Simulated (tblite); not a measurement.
Compound: C7H9O2 (doublet state).
Cartesian coordinates in Å at the GFN2-xTB level; atoms count from 1:
```xyz
18
C7H9O2 angstrom
C      1.5546    1.6782    0.0640
C      1.1517    0.3876   -0.0558
C      2.1530   -0.7320   -0.0531
C     -0.2144    0.0511   -0.1857
C     -0.7273   -1.3356   -0.3242
O     -2.1349   -1.2790   -0.4271
C     -2.5721    0.0611   -0.3622
C     -1.3432    0.9453   -0.2073
O     -1.3717    2.1607   -0.1218
H      2.5965    1.9281    0.1637
H      0.8426    2.4833    0.0607
H      2.0888   -1.3040   -0.9775
H      3.1616   -0.3415    0.0456
H      1.9603   -1.4138    0.7739
H     -0.4586   -1.9625    0.5409
H     -0.3247   -1.8351   -1.2197
H     -3.2495    0.1940    0.4905
H     -3.1215    0.3206   -1.2755
```

All values are computed: GFN2-xTB (tblite) harmonic vibrations without scaling, gas phase. The method is semi-empirical: single wavenumbers can be off by several per cent or more. One conformer, not necessarily the lowest. Open shells enter through the occupations alone, without spin polarisation, and single modes of such species can be off by tens of per cent.

Harmonic wavenumbers (cm⁻¹): 68.2, 89.5, 110.9, 152.9, 199.1, 242.9, 335.8, 391.7, 473.6, 506.2, 531.2, 583.6, 597.9, 660.2, 786.0, 855.0, 886.0, 932.0, 942.8, 981.1, 990.5, 1028.0, 1034.8, 1083.6, 1116.9, 1140.5, 1175.9, 1248.1, 1253.3, 1272.7, 1365.2, 1404.0, 1419.0, 1438.0, 1439.7, 1475.7, 1477.2, 1534.7, 1686.5, 2811.4, 2861.7, 2889.1, 2920.8, 3012.6, 3024.9, 3058.3, 3112.7, 3160.4.

A = 2602, B = 1462, C = 952.6 MHz; mass 125.060 u (most abundant isotopes); point group Cs, symmetry number 1; spin multiplicity 2.

Q: Zero-point energy?

A: Half the sum of the wavenumbers: 30881 cm⁻¹ = 88.29 kcal/mol.

Q: Give the ideal-gas entropy at 500 K and 1 bar in the rigid-rotor, harmonic-oscillator model (classical rotation).

A: Translation 42.98, rotation 30.42, vibration 43.57, spin (R ln 2) 1.38: S = 118.3 cal/(mol K).

Q: And Cp and H(500 K) − H(0)?

A: Cp = 53.85 cal/(mol K), of which vibrations give 45.90 (their classical limit is 48 R = 95.4); H(500 K) − H(0) = 15.50 kcal/mol without the zero-point energy, 11.53 from vibrations.

Q: How do the functions run with temperature in this model?

A: 
```json
{"T (K)": "100", "S (cal/(mol K))": "68.7", "Cp (cal/(mol K))": "17.2", "H − H(0) (kcal/mol)": "1.22", "G − H(0) (kcal/mol)": "-5.65", "ln q(vib)": "1.24"}
{"T (K)": "200", "S (cal/(mol K))": "83.3", "Cp (cal/(mol K))": "26.0", "H − H(0) (kcal/mol)": "3.37", "G − H(0) (kcal/mol)": "-13.28", "ln q(vib)": "3.45"}
{"T (K)": "300", "S (cal/(mol K))": "95.6", "Cp (cal/(mol K))": "35.8", "H − H(0) (kcal/mol)": "6.46", "G − H(0) (kcal/mol)": "-22.23", "ln q(vib)": "5.71"}
{"T (K)": "800", "S (cal/(mol K))": "147.8", "Cp (cal/(mol K))": "71.2", "H − H(0) (kcal/mol)": "34.50", "G − H(0) (kcal/mol)": "-83.73", "ln q(vib)": "17.16"}
{"T (K)": "1000", "S (cal/(mol K))": "164.5", "Cp (cal/(mol K))": "78.5", "H − H(0) (kcal/mol)": "49.51", "G − H(0) (kcal/mol)": "-114.99", "ln q(vib)": "21.47"}
```

q(vib) and H(0) count from the zero-point level.

Q: Which modes carry the vibrational entropy at 500 K?

A: 68.2 cm⁻¹: 5.23; 89.5 cm⁻¹: 4.69; 110.9 cm⁻¹: 4.27; 152.9 cm⁻¹: 3.63; 199.1 cm⁻¹: 3.12; 242.9 cm⁻¹: 2.74 cal/(mol K); the other 42 give 19.90 together.

Q: Blend soft modes into free rotors: weight 1/[1 + (100 cm⁻¹/ν̃)⁴] for the oscillator and the rest for a rotor with moment μB/(μ + B), μ = h/(8π²ν), B = 10⁻⁴⁴ kg m². What vibrational entropy results?

A: 41.09 cal/(mol K) in place of 43.57, which changes −T·S at 500 K by +1.24 kcal/mol.

Hindered rotation and anharmonicity are outside this model. Other conformers, if any are populated, would add a mixing term that is left out.

Time: 1.8 s wall. Hardware: one thread, Intel Xeon at 2.50 GHz (x86_64), on a shared host. This covers the Hessian and the dipole derivatives.
